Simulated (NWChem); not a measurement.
Program: NWChem. System: ClIn, charge 0, spin multiplicity 1, at a geometry optimised with PBE/def2-SVP with def2 effective core potentials on In. The structure started from a generated list of species. Level: PBE0/def2-SVPD with def2 effective core potentials on In.

The NWChem input:

```
start mol
memory heap 200 mb stack 900 mb global 1100 mb
geometry units angstroms nocenter noautoz
  In     0.000000     0.000000    -0.630692
  Cl     0.000000     0.000000     1.817878
  symmetry group C2v
end
basis spherical
  * library def2-svpd
end
ecp
  In library def2-ecp
end
dft
  xc pbe0
  semidirect memsize 60000000 filesize 0
  iterations 100
end
property
  dipole
  response 1 0.0428
end
task dft property
```

Output (cleaned and shortened):

```
             Northwest Computational Chemistry Package (NWChem) 7.3.0
             --------------------------------------------------------

                                NWChem Input Module
                                -------------------

 Scaling coordinates for geometry "geometry" by  1.889725989
 (inverse scale =  0.529177249)

 Turning off AUTOSYM since
 SYMMETRY directive was detected!

                             Geometry "geometry" -> ""
                             -------------------------

 Output coordinates in angstroms (scale by  1.889725989 to convert to a.u.)

  No.       Tag          Charge          X              Y              Z
 ---- ---------------- ---------- -------------- -------------- --------------
    1 In                  49.0000     0.00000000     0.00000000    -0.63069200
    2 Cl                  17.0000     0.00000000     0.00000000     1.81787800

 Effective nuclear repulsion energy (a.u.)     180.0253406751

            Nuclear Dipole moment (a.u.)
            ----------------------------
        X                 Y               Z
 ---------------- ---------------- ----------------
     0.0000000000     0.0000000000     0.0000340151

      Symmetry information
      --------------------

 Group name             C2v
 Group number             16
 Group order               4
 No. of unique centers     2

      Symmetry unique atoms

     1    2


 Summary of "ao basis" -> "" (spherical)
 ------------------------------------------------------------------------------
       Tag                 Description            Shells   Functions and Types
 ---------------- ------------------------------  ------  ---------------------
 *                         def2-svpd                  on all atoms

                                 NWChem DFT Module
                                 -----------------

 Summary of "ao basis" -> "ao basis" (spherical)
 ------------------------------------------------------------------------------
       Tag                 Description            Shells   Functions and Types
 ---------------- ------------------------------  ------  ---------------------
 In                        def2-svpd                12       32   5s4p3d
 Cl                        def2-svpd                11       27   5s4p2d

 Summary of "ao basis" -> "ao basis" (spherical)
 ------------------------------------------------------------------------------
       Tag                 Description            Shells   Functions and Types
 ---------------- ------------------------------  ------  ---------------------
 In                        def2-svpd                12       32   5s4p3d
 Cl                        def2-svpd                11       27   5s4p2d

            General Information
            -------------------
          SCF calculation type: DFT
          Wavefunction type:  closed shell.
          No. of atoms     :     2
          No. of electrons :    38
           Alpha electrons :    19
            Beta electrons :    19
          Charge           :     0
          Spin multiplicity:     1
          Use of symmetry is: off; symmetry adaption is: off
          Maximum number of iterations: 100
          AO basis - number of functions:    59
                     number of shells:    23
          Convergence on energy requested:  1.00D-06
          Convergence on density requested:  1.00D-05
          Convergence on gradient requested:  5.00D-04

              XC Information
              --------------
[...]
    44     -0.124097  2 Cl px                45     -0.124474  2 Cl py
     9     -0.105492  1 In px                10     -0.105813  1 In py
     6     -0.097895  1 In px                 7     -0.098192  1 In py

 Vector   21  Occ=0.000000D+00  E=-6.925968D-02
              MO Center= -4.4D-09,  2.4D-09, -7.1D-01, r^2= 4.5D+00
   Bfn.  Coefficient  Atom+Function         Bfn.  Coefficient  Atom+Function
  ----- ------------  ---------------      ----- ------------  ---------------
    15      0.438182  1 In px                16     -0.436855  1 In py
    12      0.378250  1 In px                13     -0.377105  1 In py
    44     -0.124474  2 Cl px                45      0.124097  2 Cl py
     9     -0.105813  1 In px                10      0.105492  1 In py
     6     -0.098192  1 In px                 7      0.097895  1 In py

 Vector   22  Occ=0.000000D+00  E=-5.782518D-03
              MO Center= -8.0D-09, -4.4D-09, -1.2D+00, r^2= 7.2D+00
   Bfn.  Coefficient  Atom+Function         Bfn.  Coefficient  Atom+Function
  ----- ------------  ---------------      ----- ------------  ---------------
    17      0.751814  1 In pz                 4      0.644211  1 In s
     5     -0.478258  1 In s                 14      0.368631  1 In pz
    36     -0.341264  2 Cl s                 49      0.321996  2 Cl pz
    30     -0.292983  1 In d  0              46      0.288070  2 Cl pz
     3      0.236285  1 In s                 43      0.154879  2 Cl pz

 center of mass
 --------------
 x =   0.00000000 y =   0.00000000 z =  -0.11221871

 moments of inertia (a.u.)
 ------------------
         574.005878037509           0.000000000000           0.000000000000
           0.000000000000         574.005878037509           0.000000000000
           0.000000000000           0.000000000000           0.000000000000

     Multipole analysis of the density
     ---------------------------------

     L   x y z        total         alpha         beta         nuclear
     -   - - -        -----         -----         ----         -------
     0   0 0 0      0.000000    -19.000000    -19.000000     38.000000

     1   1 0 0     -0.000000     -0.000000     -0.000000      0.000000
     1   0 1 0     -0.000000     -0.000000     -0.000000      0.000000
     1   0 0 1     -1.525557    -17.448486    -17.448486     33.371416

     2   2 0 0    -25.382318    -12.691159    -12.691159      0.000000
     2   1 1 0      0.000000      0.000000      0.000000      0.000000
     2   1 0 1     -0.000000     -0.000000     -0.000000      0.000000
     2   0 2 0    -25.382318    -12.691159    -12.691159      0.000000
     2   0 1 1     -0.000000     -0.000000     -0.000000      0.000000
     2   0 0 2    -31.493525   -130.972130   -130.972130    230.450735

 *** CALLING NEW AORESP DRIVER FOR CLOSED AND OPEN SHELLS ***
 Entering AOResponse driver routine

--------------------------------------------------------------------------------

          ****************
          *** RESPONSE ***
          ****************

 Response module for NWChem and dynamic CPKS solver

          -----------------------------------------------
          Solving response equations for perturbing field
          -----------------------------------------------

 number of frequencies:     1
 frequency in a.u.:  0.4280000E-01
 Perturbing field: electric
 Using El. Dipole Length Gauge

 Setting up CPKS with frequency omega =      0.04280000 a.u.

                            NWChem Dynamic CPHF Module
                            --------------------------

    scftype = RHF
    nclosed =   19
      nopen =    0
  variables =     1520
  num. vecs =        3
  tolerance =   1.0D-04
  max. iter =   50

  int2e_file: Failed to allocate cache ... halving
 SCF residual:    4.2929423791535490E-005

Iterative solution of linear equations
  No. of variables     1520
  No. of equations        3
  Maximum subspace       30
       Convergence  1.0D-04

 ga_lkain filestub:cphf_sol
 ga_lkain filesoln:./mol.cphf_sol

   iter   nsub   residual    time
   ----  ------  --------  ---------
     1      3    3.94D+00       4.9
     2      6    2.47D+00       7.5
     3      9    2.93D-01      10.0
     4     12    6.38D-02      12.6
     5     15    1.27D-02      15.2
     6     18    2.51D-03      17.7
     7     21    8.82D-04      20.2
     8     24    7.12D-05      22.8

 Electric Dipole Response Matrix (nonzero elements):

              1        2        3
    1   49.6146   0.0000  -0.0000
    2    0.0000  49.6146  -0.0000
    3   -0.0000  -0.0000  76.8125

 ------------------------------------------
 average:        58.68053 + I       0.00000

 DFT Linear Response polarizability / au
 Frequency  =       0.0428000 / au
 Wavelength =    1064.5643224 / nm
              X              Y              Z
 -----------------------------------------------
 X      49.6145593      0.0000000     -0.0000001
 Y       0.0000000     49.6145593     -0.0000002
 Z      -0.0000001     -0.0000002     76.8124714
 -----------------------------------------------
 Eigenvalues =      49.6145593     49.6145593     76.8124714
 Isotropic   =      58.6805300
 Anisotropic =      27.1979122
 -----------------------------------------------

 Magnetic Dipole Response Matrix (nonzero elements):
 Optical rotation tensor Beta

              1        2        3
    1    0.0000 -21.2505   0.0000
    2   21.2505  -0.0000  -0.0000
    3    0.0000  -0.0000  -0.0000

 ------------------------------------------
 average:         0.00000 + I       0.00000

 Exiting AOResponse driver routine

          -------------
          Dipole Moment
          -------------

 Center of charge (in au) is the expansion point
         X =       0.0000000 Y =       0.0000000 Z =       0.8781952

   Dipole moment        1.5255568888 A.U.
             DMX       -0.0000000080 DMXEFC        0.0000000000
             DMY       -0.0000000071 DMYEFC        0.0000000000
             DMZ       -1.5255568888 DMZEFC        0.0000000000
   -EFC- dipole         0.0000000000 A.U.
   Total dipole         1.5255568888 A.U.

   Dipole moment        3.8776081429 Debye(s)
             DMX       -0.0000000202 DMXEFC        0.0000000000
             DMY       -0.0000000180 DMYEFC        0.0000000000
             DMZ       -3.8776081429 DMZEFC        0.0000000000
   -EFC- dipole         0.0000000000 DEBYE(S)
   Total dipole         3.8776081429 DEBYE(S)

 1 a.u. = 2.541766 Debyes

 Task  times  cpu:       22.8s     wall:       22.8s

 Total times  cpu:       22.8s     wall:       22.8s
```
